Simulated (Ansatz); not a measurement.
Frontier orbitals of C6H18FN3Ti (`C[N](C)[Ti]([F])([N](C)C)[N](C)C`).

```xyz
29

C     0.305    1.348    2.270
N    -0.581    1.180    1.152
C    -1.909    1.690    1.393
Ti   -0.287    0.477   -0.570
F    -0.937    1.560   -1.864
N    -1.087   -1.227   -0.608
C    -1.667   -2.025    0.437
C    -1.194   -1.831   -1.914
N     1.569    0.211   -0.740
C     2.361   -0.988   -0.718
C     2.346    1.403   -0.987
H     1.297    0.965    2.029
H     0.403    2.407    2.553
H    -0.062    0.810    3.157
H    -1.895    2.763    1.635
H    -2.544    1.564    0.510
H    -2.397    1.166    2.227
H    -2.732   -2.225    0.250
H    -1.577   -1.515    1.397
H    -1.165   -3.000    0.521
H    -0.762   -1.182   -2.683
H    -0.661   -2.792   -1.958
H    -2.241   -2.017   -2.193
H     3.115   -0.956    0.082
H     2.901   -1.135   -1.665
H     1.725   -1.858   -0.547
H     2.878    1.349   -1.948
H     1.703    2.289   -1.020
H     3.094    1.567   -0.198
```

Charge 0, multiplicity 1. Correlated methods include outer-core shells of Ti, which these sets cover unevenly. Scalar relativity is left out up to krypton. All single points use the PBE0-D4/def2-TZVP geometry. It is one conformer, not always the lowest. Basis def2-TZVPP, Ansatz.

```csv
functional,HOMO (eV),LUMO (eV),gap (eV)
PBE,-4.95,-1.53,3.42
PBE0,-6.18,-0.59,5.59
B3LYP,-5.99,-0.86,5.13
HSE06 (plane-wave form),-5.79,-0.97,4.82
ωB97M-V,-8.46,1.45,9.91
HF,-9.30,2.50,11.80
```

A quarter of exact exchange (PBE0) shifts PBE's HOMO by −1.24 eV and its LUMO by +0.94 eV; full exchange at long range (ωB97M-V) shifts them by −3.51 and +2.97 eV. The gap opens from 3.42 to 9.90 eV, since occupied levels lose self-interaction and empty ones feel all the electrons. A positive LUMO is unbound and depends on the basis.

B3LYP here is the variant with VWN-RPA as its local correlation; programs differ in this.
